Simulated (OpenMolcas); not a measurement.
# Predicting a hybrid from its neighbours: C2H5NSi

C2H5NSi: 9 atoms, total charge 0, spin state singlet. As SMILES, `C[SiH2]C#N`. The coordinates come from a PBE0-D4/def2-TZVP relaxation.

The HOMO–LUMO gap y, in eV, basis cc-pVDZ; a is the functional's share of exact exchange. Programs: OpenMolcas 26.06.

```
functional     program     a  y (eV)
       PBE  OpenMolcas     0    6.92
      TPSS  OpenMolcas     0    7.16
     B3LYP  OpenMolcas   0.2    8.75
      PBE0  OpenMolcas  0.25       ?
     BHLYP  OpenMolcas   0.5   11.46
```

Task: Fit y = c + s·a to the known rows and predict PBE0.

Result: 
1. Means of the 4 rows: a = 0.1750, y = 8.572.
2. Σ(Δa)² = 0.1675, Σ(Δa·Δy) = 1.4793, so the slope is 1.4793/0.1675 = 8.8316.
3. Intercept: 8.572 − (8.8316) × 0.1750 = 7.026. The largest residual of the fit is 0.13.
4. PBE0: 7.026 + (8.8316) × 0.25 = 9.23 eV.

The run gave 9.23 eV, so the prediction is off by 0.00 eV: they agree to the digits shown. Exact exchange lowers occupied levels and raises empty ones. The rows mix families of semi-local functionals, which the line can't see.
